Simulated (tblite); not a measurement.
Species: C5H7F2NSi.
Geometry (GFN2-xTB, Å), atoms numbered from 1 in this order:
```
atom  x, y, z in Å
N1    -2.6611    2.2779   -0.5502
C2    -1.7549    1.6319   -0.8105
C3    -0.6033    0.8312   -1.1298
C4     0.0295    0.2285    0.1371
Si5   -1.1745   -0.9919    1.0303
C6     1.2767   -0.4903   -0.2180
F7     1.1439   -1.4034   -1.2098
C8     2.4770   -0.3763    0.3338
F9     2.6992    0.5070    1.3211
H10    0.1190    1.4729   -1.6480
H11   -0.9070    0.0357   -1.8168
H12    0.2986    1.0367    0.8215
H13   -1.4434   -2.0842    0.0959
H14   -2.3849   -0.2475    1.3544
H15   -0.4723   -1.4724    2.2177
H16    3.3499   -0.9467    0.0599
```

Calculated harmonic vibrations of the isolated species, GFN2-xTB (tblite), most abundant isotopes, no scaling. This tight-binding method is rough: wavenumbers can miss measured ones by several per cent, in bad cases by 10 to 20. Modes of hydrogen on silicon can be 10 to 20 % off. One conformer, not necessarily the lowest.

Harmonic wavenumbers (cm⁻¹): 32.8, 50.4, 102.8, 116.6, 142.9, 163.9, 217.9, 272.0, 298.1, 381.5, 451.9, 494.0, 526.8, 545.6, 551.3, 581.9, 685.3, 757.8, 764.7, 768.6, 782.3, 892.2, 923.7, 993.8, 1073.8, 1104.4, 1110.6, 1151.8, 1211.5, 1251.1, 1264.6, 1315.3, 1432.2, 1730.5, 2292.0, 2304.7, 2335.0, 2413.2, 2931.4, 2961.8, 2972.8, 3107.2.

A = 1828, B = 804.7, C = 758.0 MHz; mass 147.032 u (most abundant isotopes); point group C1, symmetry number 1.

What is the zero-point energy?

½Σν̃ = 22731 cm⁻¹ = 271.93 kJ/mol.

Entropy at 350 K, 1 bar (ideal gas, RRHO, classical rotation)?

Translation 174.43, rotation 127.71, vibration 165.36: S = 467.5 J/(mol K).

And Cp and H(350 K) − H(0)?

Cp = 187.93 J/(mol K), of which vibrations give 154.68 (their classical limit is 42 R = 349.2); H(350 K) − H(0) = 40.64 kJ/mol without the zero-point energy, 29.00 from vibrations.

Blend soft modes into free rotors: weight 1/[1 + (100 cm⁻¹/ν̃)⁴] for the oscillator and the rest for a rotor with moment μB/(μ + B), μ = h/(8π²ν), B = 10⁻⁴⁴ kg m². What vibrational entropy results?

149.35 J/(mol K) in place of 165.36, which changes −T·S at 350 K by +5.60 kJ/mol.

What must be added to the electronic energy to get the Gibbs energy at 350 K and 1 bar?

ZPE + [H(350 K) − H(0)] − T·S = 271.93 + 40.64 − 163.62 = 148.95 kJ/mol.

Hindered rotation and anharmonicity are outside this model. Other conformers, if any are populated, would add a mixing term that is left out. The structure is chiral; the term R ln 2 for an equal mix with its mirror image is left out.
